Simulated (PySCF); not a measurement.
AlCl2HSe, SMILES [Cl][Al]([Cl])[SeH]. The structure is a stationary point at B3LYP-D3(BJ)/def2-SVP. The structure was generated by enumeration; whether it is a known compound was not checked. Other conformers were not sampled.

Question: Give the equilibrium geometry at B3LYP-D3(BJ)/def2-SVP (PySCF confirms it by a frequency run) as a Z-matrix, and its point group. (Estimate from the structure and the level; the computed values follow.)

Answer: One answer among several that fit: point group Cs.
```
Al
Cl 1 2.0947
Cl 1 2.0968 2 119.54
Se 1 2.2996 2 118.84 3 180.00
H 4 1.4770 1 91.47 2 -180.00
```
Charge 0, spin multiplicity 1.
